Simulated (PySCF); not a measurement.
Ranking problems on computed properties.

All species are isolated and taken at one optimised geometry, non-relativistic unless stated. Electronic properties by PySCF.

The conformers computed, where there is a choice (atom-mapped SMILES and torsion angles):
- `[F:1][C:2]([F:3])([F:4])/[CH:5]=[CH:6]\[CH2:7][CH2:8][Cl:9]`: F1–C2–C5–C6 -176°, C5–C6–C7–C8 100°, C6–C7–C8–Cl9 62°
- `[CH3:1][C@H:2]([F:3])[SiH2:4][NH2:5]`: C1–C2–Si4–N5 60°, H–N5–Si4–C2 180°, H–N5–Si4–C2 41°
- `[CH3:1][SiH2:2][Si@@H:3]([PH2:4])[C:5]([F:6])([F:7])[F:8]`: C1–Si2–Si3–P4 65°, Si2–Si3–C5–F6 -63°, H–P4–Si3–Si2 -51°, H–P4–Si3–Si2 42°
- `[CH2:1]=[CH:2][C:3](=[O:4])[O:5][CH:6]=[C:7]=[O:8]`: C1–C2–C3–O4 0°, C2–C3–O5–C6 180°, C3–O5–C6–C7 180°
- `[NH2:1][CH2:2][CH2:3][SiH2:4][F:5]`: N1–C2–C3–Si4 -60°, C2–C3–Si4–F5 72°, H–N1–C2–C3 62°, H–N1–C2–C3 -56°
- `[CH3:1][SiH:2]([CH3:3])[SiH2:4][PH2:5]`: C1–Si2–Si4–P5 98°, H–P5–Si4–Si2 46°, H–P5–Si4–Si2 -46°
- `[CH3:1][CH2:2][NH2+:3][CH3:4]`: C1–C2–N3–C4 180°
- `[CH3:1][C@@H:2]([SiH3:3])[SiH2:4][PH2:5]`: C1–C2–Si4–P5 -54°, H–P5–Si4–C2 -179°, H–P5–Si4–C2 88°

(1) Rank by HOMO energy, lowest first (PBE0/def2-SVPD at GFN2-xTB geometries).
A. `C[SiH2][Si@@H](P)C(F)(F)F`
B. `F[C@@H](C)[SiH2]N`
C. `FC(F)(F)/C=C\CCCl`
D. `C=CC(=O)OC=C=O`

(2) By how much do the two ends of that ranking differ?

(3) Rank by electronic spatial extent ⟨r²⟩ about the centre of nuclear charge, highest first (PBE0/def2-SVPD at GFN2-xTB geometries).
A. `C[SiH2][Si@@H](P)C(F)(F)F`
B. `C[C@H](F)[SiH2]N`
C. `C[SiH](C)[SiH2]P`
D. `C=CC(=O)OC=C=O`
E. `C(N)C[SiH2]F`
F. `FC(F)(F)/C=C\CCCl`

(4) Rank by lowest singlet excitation, lowest first (TDDFT PBE0/def2-SVPD at GFN2-xTB geometries).
A. `[SiH2](CCN)F`
B. `C[SiH](C)[SiH2]P`
C. `FC(F)(F)/C=C\CCCl`
D. `C[C@H](F)[SiH2]N`
E. `C(=C=O)OC(C=C)=O`

(5) Rank by lowest triplet excitation (Tamm–Dancoff), highest first (TDA PBE0/def2-SVPD at GFN2-xTB geometries).
A. `NCC[SiH2]F`
B. `C=CC(=O)OC=C=O`
C. `C[C@H](F)[SiH2]N`
D. `FC(F)(F)/C=C\CCCl`
E. `C[SiH](C)[SiH2]P`

(6) Give the two extremes of that set in kJ/mol.

(7) Rank by smallest rotational constant, lowest first (GFN2-xTB).
A. `C[C@@H]([SiH3])[SiH2]P`
B. `C[SiH](C)[SiH2]P`
C. `F[C@@H](C)[SiH2]N`
D. `C([SiH2]F)CN`
E. `CC[NH2+]C`
F. `Fc1ccpcn1`

(8) Give the two extremes of that set in cm⁻¹.

(9) Rank by HOMO–LUMO gap, lowest first (PBE0/def2-SVPD at GFN2-xTB geometries).
A. `NCC[SiH2]F`
B. `C[C@H](F)[SiH2]N`
C. `FC(F)(F)/C=C\CCCl`
D. `C[SiH](C)[SiH2]P`
E. `C=CC(=O)OC=C=O`

(10) Give the two extremes of that set in kcal/mol.

Answers

(1) C (-8.45 eV), A (-7.73 eV), B (-7.51 eV), D (-6.96 eV).

(2) By 1.49 eV, between `C=CC(=O)OC=C=O` and `FC(F)(F)/C=C\CCCl`.

(3) A (1925 bohr²), F (1810 bohr²), C (1311 bohr²), D (1287 bohr²), E (635 bohr²), B (601 bohr²).

(4) E (2.89 eV), B (5.84 eV), A (6.00 eV), D (6.36 eV), C (6.58 eV).

(5) C (5.98 eV), A (5.84 eV), E (5.03 eV), D (4.21 eV), B (2.43 eV).

(6) `C=CC(=O)OC=C=O`: 234 kJ/mol; `C[C@H](F)[SiH2]N`: 577 kJ/mol.

(7) B (0.941 GHz), A (1.264 GHz), F (1.361 GHz), D (1.999 GHz), C (2.464 GHz), E (3.565 GHz).

(8) `C[SiH](C)[SiH2]P`: 0.0314 cm⁻¹; `CC[NH2+]C`: 0.1189 cm⁻¹.

(9) E (4.98 eV), D (6.83 eV), A (7.09 eV), C (7.42 eV), B (7.79 eV).

(10) `C=CC(=O)OC=C=O`: 115 kcal/mol; `C[C@H](F)[SiH2]N`: 180 kcal/mol.
